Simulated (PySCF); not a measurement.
Molecule (SMILES): NB(F)F.
Geometry (B3LYP-D3(BJ)/def2-TZVP, fixed):
```
B
F 1 1.3346
F 1 1.3346 2 117.54
N 1 1.3941 2 121.23 3 -180.00
H 4 1.0045 1 122.46 2 0.00
H 4 1.0045 5 115.08 1 180.00
```

Basis-set convergence of the mean static polarisability at PBE0 with PySCF. All functions are spherical. Density fitting with generated auxiliary sets. In sets without p functions on hydrogen, species with hydrogen take exact integrals. Species with rotatable bonds are taken in one conformer. No added dispersion term, no relativity. Reference: the value in d-aug-cc-pVTZ, 24.65 bohr³, itself unsure by roughly 0.5 % (its mean distance from aug-pcseg-2, aug-cc-pVTZ). Deviations are taken from unrounded values. Cost is core time over that of 6-31G**, rough, on shared machines of one kind; a dash marks a row that isn't timed (too short, read off another run, short of memory, by another algorithm or on other hardware).

```
basis        functions  mean static polarisability (bohr³)  minus reference (%)  cost
-----------  ---------  ----------------------------------  -------------------  ----
STO-3G              22                                9.79                -60.3     -
3-21G               40                               14.08                -42.9     -
6-31G**             66                               17.24                -30.0    1×
def2-SVP            66                               17.25                -30.0  0.9×
pcseg-1             66                               17.48                -29.1    1×
def2-TZVP          136                               21.72                -11.9    3×
cc-pVTZ            148                               21.07                -14.5    4×
cc-pVQZ            280                               22.77                 -7.6   20×
def2-QZVPPD        324                               24.57                 -0.3   40×
```

Of the sets listed that have larger relatives (same family, alike in diffuse functions), none stays within 5 % of the reference together with them. Inside, with no larger relative to test it: def2-QZVPPD.
